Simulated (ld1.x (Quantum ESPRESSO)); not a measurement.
# Transferability test, TM potential for bismuth (Bi)

```json
{
 "Element": "Bi",
 "Generator": "ld1.x (Quantum ESPRESSO) 7.5",
 "Type": "norm-conserving Troullier–Martins (Kleinman–Bylander form)",
 "Functional": "PBE",
 "Relativity": "scalar-relativistic",
 "Frozen core": "[Xe] 4f14",
 "Valence charge": "15",
 "Reference configuration": "5d10 6s2 6p3",
 "Partial waves": "6s (bound): rc 1.65 bohr; 6p (bound): rc 1.85 bohr; 5d (bound): rc 1.35 bohr",
 "Local potential": "all-electron potential smoothed inside 1.05 bohr (lloc = -1)",
 "Core correction": "a·sin(br)/r model core, default radius (core density twice the valence density)"
}
```

Energies are relative to the spin-unpolarised reference configuration 5d10 6s2 6p3; without spin polarisation the order of configurations can differ from experiment. Not all tests gave a result: 2 of 7 tests not solved or not reliable. Left out of the table: 5d10 6s2 6p0 (solver errors, printed error -22.1 eV); 5d9 6s2 6p4 (solver errors, printed error -1913 eV).

```
valence configuration  charge  ΔE all-electron (eV)  error AE − PS (meV)
         5d10 6s2 6p1      +2                23.160                 +5.4
         5d10 6s1 6p0      +4                91.907               +10181
       5d10 6s2 6p2.5    +0.5                 3.097                 -0.8
```

Q: What are ΔE and the potential's error for 5d10 6s0 6p5?

A: ΔE = 20.501 eV all-electron; the error (AE − PS) is -2.7 meV.

Q: What are ΔE and the potential's error for 5d10 6s2 6p2?

A: ΔE = 7.913 eV all-electron; the error (AE − PS) is -0.3 meV.

Levels in the configuration 5d10 6s2 6p2:

```json
{"level": "5d", "all-electron (eV)": "-35.191", "pseudo (eV)": "-35.124"}
{"level": "6s", "all-electron (eV)": "-22.110", "pseudo (eV)": "-22.093"}
{"level": "6p", "all-electron (eV)": "-11.439", "pseudo (eV)": "-11.431"}
```

These tests converged, but a pseudo level misses the all-electron one widely, so the file describes the atom poorly there or has found another state: 5d10 6s1 6p0: 6s by 15.9 eV. ld1.x printed “convergence not achieved” for 1 of the counted tests; its residual had stalled under 1e-8, short of the target of 1e-14.

Note: ghost states, extra bound levels that the all-electron valence spectrum of the same l lacks: s at -379.2 eV, p at -156.9 eV, s at -4.8 eV. A true bound ghost makes a file unfit for plane-wave use.
